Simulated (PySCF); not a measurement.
# Excited states of Ta⁵⁺ (tantalum, charge +5)

Ground state [Xe] 4f14, ¹S. Calculation: PySCF 2.14, in aug-cc-pVTZ-PP with ECP60MDF (6s6p5d3f2g, 88 functions); a scalar-relativistic core potential. Vertical excitation energies in eV without spin-orbit coupling; excited terms of each kind are numbered among those the solver found. Frozen: nothing.

```csv
term,leading excitation,EOM-EE-CCSD
1 3P°,5p → d,38.531
1 3F°,5p → d,39.821
1 1D°,5p → d,41.754
1 3D°,5p → d,41.912
1 1F°,5p → d,42.086
1 1P°,5p → d,50.053
1 3S,5p → p,57.619
1 3D,5p → p,58.811
1 1D,5p → p,59.203
1 1P,5p → p,59.519
1 3P,5p → p,59.578
1 1S,5p → p,60.865
1 3G,5p → f,70.714
1 1G,5p → f,70.942
```

The spin-orbit splitting of the hole, absent here, rivals or exceeds the spacing of these terms, so the LS terms are model states.

The 4f shell lies in the core potential, so 4f excitations, among the lowest in this ion, cannot appear.

The solver can miss terms.
